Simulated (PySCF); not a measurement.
A structure optimised at PBE-D3(BJ)/def2-SVP, used in a PySCF frequency run:

```xyz
10

C      1.3781    -0.1254     0.0000
C      0.7961    -1.3373     0.0000
C     -0.7012    -1.2930     0.0000
C     -1.3000    -0.0677     0.0000
Si     0.0759     1.2315     0.0000
H      1.3226    -2.3089     0.0000
H     -1.2643    -2.2439     0.0000
H     -2.3931     0.0531     0.0000
H      0.1169     2.0996    -1.2259
H      0.1169     2.0996     1.2259
```
Charge 0, spin multiplicity 2.

Q: Write its SMILES, formula and point group.

A: [C]1=CC=C[SiH2]1, C₄H₅Si, Cs

Q: What are its rotational constants (standard atomic weights)?

A: 7.3305, 4.7333, 2.9789 GHz
